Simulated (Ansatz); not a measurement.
Species: C₂HCl₄, charge -1, multiplicity 1. It need not be the lowest isomer of its formula. Whether it binds its extra electron was not tested at this geometry. 
Geometry from a B3LYP-D3(BJ)/def2-TZVP (Ansatz, a quantum-chemistry and plane-wave program) optimisation:
```xyz
7

C     -0.8289     0.0403     0.2754
C      0.6530    -0.0463    -0.0256
Cl     1.3339    -1.6179     0.5974
Cl     1.5492     1.2975     0.8186
Cl    -1.5479    -1.3089    -0.8323
Cl    -1.3307     1.6309    -0.6093
H      0.9786     0.0085    -1.0645
```
Charge -1, spin multiplicity 1.

Basis-set convergence of Hartree-Fock and MP2 correlation energies (hartree) with Ansatz. Valence correlation only, unless marked. No spin-orbit coupling. Non-relativistic.

```json
[
 {"basis": "aug-cc-pV(D+d)Z", "functions": "183", "E(HF)": "-1914.32683", "E(corr, MP2)": "-0.90685"},
 {"basis": "aug-cc-pV(T+d)Z", "functions": "335", "E(HF)": "…", "E(corr, MP2)": "…"}
]
```

Problem. Fill in the missing entries.

Solution. 
- aug-cc-pV(T+d)Z, E(HF): -1914.39168
- aug-cc-pV(T+d)Z, E(corr, MP2): -1.13442
